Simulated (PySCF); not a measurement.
C6H6O, SMILES C1=CC[C@@H](C#C)O1.

The structure is a stationary point at B3LYP-D3(BJ)/def2-SVP. The structure was generated by enumeration; whether it is a known compound was not checked. Other conformers were not sampled.

Calculation: TDDFT-PBE0/def2-SVPD run with PySCF.

Vertical excitations. The molecule is in vacuum.

```tsv
state	energy (eV)	λ (nm)	f	main pairs
S1	5.45	227	0.009	HOMO→LUMO 91 %
S2	5.95	208	0.008	HOMO→LUMO+1 80 %, HOMO→LUMO+2 17 %
S3	6.25	198	0.003	HOMO−1→LUMO 73 %, HOMO−1→LUMO+2 15 %
S4	6.32	196	0.021	HOMO→LUMO+3 75 %, HOMO→LUMO+2 14 %
S5	6.43	193	0.096	HOMO→LUMO+2 55 %, HOMO→LUMO+3 16 %, HOMO→LUMO+1 12 %
S6	6.73	184	0.014	HOMO−2→LUMO 42 %, HOMO−1→LUMO+1 24 %, HOMO−1→LUMO+3 11 %, HOMO−2→LUMO+2 8 %
S7	6.88	180	0.013	HOMO→LUMO+4 71 %, HOMO→LUMO+6 11 %
S8	6.93	179	0.004	HOMO−2→LUMO+1 49 %, HOMO−2→LUMO+3 23 %, HOMO−2→LUMO+2 9 %
S9	7.00	177	0.004	HOMO→LUMO+5 95 %
S10	7.34	169	0.016	HOMO→LUMO+6 76 %
T1	3.95	314	0	HOMO→LUMO 41 %, HOMO→LUMO+2 33 %, HOMO→LUMO+1 20 %
T2	5.15	241	0	HOMO−2→LUMO 43 %, HOMO−2→LUMO+2 14 %, HOMO−1→LUMO+1 13 %, HOMO−1→LUMO+3 9 %
T3	5.41	229	0	HOMO→LUMO 51 %, HOMO→LUMO+2 21 %, HOMO→LUMO+1 17 %
T4	5.62	221	0	HOMO−1→LUMO 53 %, HOMO−1→LUMO+2 17 %, HOMO−2→LUMO+1 8 %
```
Triplets are in the Tamm–Dancoff approximation, which puts them higher than full response would, so one can lie above its singlet here.
